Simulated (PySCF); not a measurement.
ZnClBr, SMILES [Cl][Zn][Br].

The structure is a stationary point at PBE0-D3(BJ)/def2-TZVP.

All values below come from IEF-PCM-ωB97X/def2-SVP (PySCF 2.14.0).

The values are the electrostatic part of the solvation free energy, E(continuum) − E(gas) at the gas-phase geometry, in a cavity of scaled van der Waals radii (PySCF's table); cavitation and dispersion terms are not included. A continuum can't describe solvent molecules that bind to the metal. In vacuum the orbital gap is 11.31 eV. The dipole moment in vacuum is 0.25 D.

Computed values in water (ε = 78.36), methanol (ε = 32.61), dimethylsulfoxide (ε = 46.83):
```json
[
 {"solvent": "water", "ε": "78.36", "ΔG(elec) (kcal/mol)": "-19.7", "dipole (D)": "0.00", "gap (eV)": "12.00"},
 {"solvent": "methanol", "ε": "32.61", "ΔG(elec) (kcal/mol)": "-19.0", "dipole (D)": "0.01", "gap (eV)": "11.97"},
 {"solvent": "dimethylsulfoxide", "ε": "46.83", "ΔG(elec) (kcal/mol)": "-19.3", "dipole (D)": "0.01", "gap (eV)": "11.98"}
]
```
